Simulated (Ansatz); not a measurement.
Species: arsine, AsH₃ (charge 0, singlet). 
Structure (B3LYP-D3(BJ)/def2-TZVP (Ansatz, a quantum-chemistry and plane-wave program) minimum search):
```xyz
4

As     0.0003     0.0002     0.0708
H     -0.7759    -1.0063    -0.7723
H     -0.4876     1.1692    -0.7786
H      1.2523    -0.1682    -0.7839
```

Parts of the frozen-core correlation energy in STO-3G (Ansatz, hartree). Frozen orbitals: 14; correlated occupied orbitals by spin: 4 and 4; virtual: 3 and 3. No spin-orbit coupling. No relativistic terms.

```csv
term,value
reference (HF),-2211.00738
MP2 opposite-spin,(withheld)
MP2 same-spin,(withheld)
CCSD correlation,(withheld)
(T),-0.00012
FCI minus CCSD(T),-0.00005
T1 diagnostic,0.006
largest doubles amplitude,0.086
```

Question: Some entries are withheld; supply them.

Answer: 
- MP2 opposite-spin, value: -0.03905
- MP2 same-spin, value: -0.00008
- CCSD correlation, value: -0.05997
